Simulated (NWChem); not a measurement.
Si2H4OCl2; SMILES O[SiH2][SiH](Cl)Cl

```xyz
9

O      0.4066     2.8079     0.0910
Si    -0.8268     1.7130    -0.2516
Si    -0.0706    -0.3687     0.5425
Cl    -1.0514    -1.9647    -0.3637
Cl     1.9485    -0.3407    -0.0501
H      1.2943     2.4395    -0.0818
H     -1.1032     1.5413    -1.7239
H     -2.0616     2.2032     0.4412
H     -0.0760    -0.6147     2.0226
```
Atoms are numbered in this order, from 1.

Program: NWChem. Pople sets run with spherical d functions. The geometry was optimised at PBE-D3(BJ)/def2-SVP. Solvent water, SMD (1 M gas to 1 M solution), gas-phase geometry. Reactions with the solvent are ignored.

For level PBE0/3-21G:

- solvation free energy (kcal/mol): -5.5
- dipole in solution (D): 1.91

What are these values for level PBE0/6-31G*?

The solvation free energy (kcal/mol) is -3.2. The dipole in solution (D) comes out as 1.15.
